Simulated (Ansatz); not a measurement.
Frontier orbitals of CH4BNSe (`BC(N)=[Se]`).

```xyz
8

B    -0.572   -0.464   -1.071
C    -0.083    0.041    0.285
N     0.950    0.553    0.898
Se   -1.738   -0.391    0.874
H    -0.975    0.333   -1.868
H    -0.306   -1.584   -1.395
H     0.918    0.784    1.880
H     1.806    0.728    0.396
```

The species carries charge 0 and has multiplicity 1. Correlated methods include outer-core shells of Se, which these sets cover unevenly. Scalar relativity is left out up to krypton. Geometry: relaxed with PBE0-D4/def2-TZVP. It is one conformer, not always the lowest. Basis def2-TZVPP, Ansatz 0.2.0.

```json
{"functional": "PBE", "HOMO (eV)": "-5.67", "LUMO (eV)": "-2.20", "gap (eV)": "3.47"}
{"functional": "revPBE", "HOMO (eV)": "-5.63", "LUMO (eV)": "-2.12", "gap (eV)": "3.51"}
{"functional": "PBE0", "HOMO (eV)": "-6.72", "LUMO (eV)": "-1.31", "gap (eV)": "5.41"}
{"functional": "ωB97M-V", "HOMO (eV)": "-8.76", "LUMO (eV)": "0.79", "gap (eV)": "9.55"}
```

Against PBE, PBE0 changes HOMO and LUMO by −1.04 and +0.89 eV, ωB97M-V by −3.09 and +2.99 eV. A gap of 3.47 eV thus becomes 9.55 eV for the same molecule, so an orbital gap means little without its functional. A positive LUMO is unbound and depends on the basis.
